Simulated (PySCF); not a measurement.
A species of formula C3H15N2PSi2 has this rotational fingerprint, computed with PBE0/pcSseg-1 in PySCF (dipole) on a GFN2-xTB geometry, gas phase:

| Item | Value |
| --- | --- |
| Rotational constants | A = 1191, B = 726.5, C = 613.8 MHz |
| Dipole components | \|μa\| = 0.48 D, \|μb\| = 0.07 D, \|μc\| = 2.26 D |
| Inertial defect | -296.76 u·Å² |
| κ | -0.61 |

Task: Which structure is it? (One computed conformer of each.)
A. `[CH3:1][N:2]([CH3:3])[C@@H:4]([SiH3:5])[Si@H:6]([NH2:7])[PH2:8]` with C1–N2–C4–Si5 158°, N2–C4–Si6–N7 -73°, C4–Si6–N7–H -164° and -29°, C4–Si6–P8–H -72° and -165°
B. `[CH3:1][NH:2][Si@@:3]([SiH3:4])([PH2:5])[N:6]([CH3:7])[CH3:8]` with C1–N2–Si3–Si4 -63°, N2–Si3–P5–H -154° and -62°, N2–Si3–N6–C7 -155°
C. `[CH3:1][NH:2][Si@@H:3]([PH2:4])[SiH2:5][N:6]([CH3:7])[CH3:8]` with C1–N2–Si3–P4 -169°, N2–Si3–P4–H 170° and -98°, N2–Si3–Si5–N6 -53°, Si3–Si5–N6–C7 161°
D. `[CH3:1][N:2]([CH3:3])[SiH2:4][N:5]([CH3:6])[SiH2:7][PH2:8]` with C1–N2–Si4–N5 59°, N2–Si4–N5–C6 -155°, Si4–N5–Si7–P8 -14°, N5–Si7–P8–H 73° and 165°
E. `[CH3:1][CH2:2][CH2:3][Si@:4]([NH2:5])([PH2:6])[NH:7][SiH3:8]` with C1–C2–C3–Si4 174°, C2–C3–Si4–N5 68°, C3–Si4–N5–H -73° and 63°, C3–Si4–P6–H 97° and -171°, C3–Si4–N7–Si8 51°

Result: E. It is CCC[Si@](N)(P)N[SiH3], an asymmetric top, point group C1. The candidates at the same level (rigid rotor, commonest isotopes):

```json
{"SMILES": "CCC[Si@](N)(P)N[SiH3]", "A (MHz)": "1191", "B (MHz)": "726.5", "C (MHz)": "613.8", "μa (D)": "0.48", "μb (D)": "0.07", "μc (D)": "2.26", "Δ (u·Å²)": "-296.76", "point group": "C1", "rotor": "asymmetric top"}
{"SMILES": "CN[Si@@H](P)[SiH2]N(C)C", "A (MHz)": "1351", "B (MHz)": "758.9", "C (MHz)": "613.9", "μa (D)": "0.97", "μb (D)": "0.31", "μc (D)": "0.68", "Δ (u·Å²)": "-216.66", "point group": "C1", "rotor": "asymmetric top"}
{"SMILES": "CN(C)[SiH2]N(C)[SiH2]P", "A (MHz)": "1337", "B (MHz)": "1096", "C (MHz)": "714.2", "μa (D)": "0.11", "μb (D)": "1.06", "μc (D)": "0.16", "Δ (u·Å²)": "-131.52", "point group": "C1", "rotor": "asymmetric top"}
{"SMILES": "CN(C)[C@@H]([SiH3])[Si@H](N)P", "A (MHz)": "1430", "B (MHz)": "778.5", "C (MHz)": "691.4", "μa (D)": "0.35", "μb (D)": "1.02", "μc (D)": "0.40", "Δ (u·Å²)": "-271.52", "point group": "C1", "rotor": "asymmetric top"}
{"SMILES": "CN[Si@@]([SiH3])(P)N(C)C", "A (MHz)": "1071", "B (MHz)": "944.4", "C (MHz)": "813.3", "μa (D)": "0.19", "μb (D)": "0.45", "μc (D)": "0.70", "Δ (u·Å²)": "-385.60", "point group": "C1", "rotor": "asymmetric top"}
```

`CN[Si@@H](P)[SiH2]N(C)C` has A 13 % too high; `CN(C)[C@@H]([SiH3])[Si@H](N)P` has A 20 % too high; `CN[Si@@]([SiH3])(P)N(C)C` has C 33 % too high; `CN(C)[SiH2]N(C)[SiH2]P` has B 51 % too high. No structure here is proved a minimum.
